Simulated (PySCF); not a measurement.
**MAl cations for M along the alkaline earths**

MP2 with double-zeta basis sets in PySCF, for the lowest determinant that a PBE0 search found; no spin–orbit coupling. De refers to high-spin ground-configuration atoms (the charge goes to the atom of lower measured ionisation energy or higher electron affinity, which is not always the lowest computed limit).

| M | basis | reference, frozen orbitals | charged atom | state (unpaired electrons) | Re (Å) | ωe (cm⁻¹) | De (eV) |
| --- | --- | --- | --- | --- | --- | --- | --- |
| Be | def2-SVP | RHF, 5 | Al+ | singlet (closed shell) | 2.921 | 213 | 0.46 |
| Mg | x2c-SVPall | RHF, 6 | Al+ | singlet (closed shell) | 3.220 | 166 | 0.74 |
| Ca | pcseg-1 | RHF, 10 | Al+ | singlet (closed shell) | 3.563 | 155 | 1.14 |
| Sr | def2-SVP | RHF, 5 | Sr+ | singlet (closed shell) | 3.698 | 129 | 1.02 |

(1) By what factor does the harmonic wavenumber vary along the series?

The rows differ in basis set, which adds steps of its own.

Down a group the atoms grow and get heavier, so bonds lengthen and wavenumbers fall; this series shows no clear exception.

Correlated steps freeze the inner cores (5 to 10 orbitals); shallow outer-core shells are correlated. Weak bonds: BeAl⁺. Basis-set superposition, not corrected here, can be much of De in a small basis, most of all at correlated wavefunction levels. For an ion De counts to the pair picked by the measured ionisation energies or electron affinities, which need not be the lowest pair at this level. Where the molecule has an RHF reference, its open-shell atoms are computed with UHF.

Results:

(1) At MP2 it runs from 129 cm⁻¹ (SrAl⁺) to 213 cm⁻¹ (BeAl⁺), a factor of 1.65.
